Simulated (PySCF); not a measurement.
**How methods differ on the excitation energy of Ta(2+)**

Ta(2+) [Xe] 4f14 5d3 (4F) → Ta(2+) [Xe] 4f14 5d2 6s1 (4F), as a difference of total energies. Calculation: PySCF 2.14, in def2-QZVPPD with the def2 core potential (60 electrons) (7s6p4d3f2g, 84 functions); a scalar-relativistic core potential. Correlated levels: valence: 5s2 5p6 frozen; valence and next inner shell: nothing frozen outside the core potential. The calculations carry no spin-orbit coupling.

```json
{"method": "UHF", "excitation energy (eV)": "0.744"}
{"method": "LDA", "excitation energy (eV)": "0.450"}
{"method": "PBE", "excitation energy (eV)": "0.614"}
{"method": "PBE0", "excitation energy (eV)": "0.761"}
{"method": "r2SCAN", "excitation energy (eV)": "0.701"}
{"method": "M06", "excitation energy (eV)": "0.997"}
{"method": "BLYP", "excitation energy (eV)": "0.486"}
{"method": "BP86", "excitation energy (eV)": "0.592"}
{"method": "M06-L", "excitation energy (eV)": "1.214"}
{"method": "MP2 (valence)", "excitation energy (eV)": "0.796"}
{"method": "SCS-MP2 (valence)", "excitation energy (eV)": "0.762"}
{"method": "MP2 (valence and next inner shell)", "excitation energy (eV)": "0.602"}
{"method": "SCS-MP2 (valence and next inner shell)", "excitation energy (eV)": "0.638"}
```

**Question.** How much does correlation contribute at MP2 (valence and next inner shell)?

**Answer.** 0.602 − (0.744) = -0.142 eV, measured against UHF.
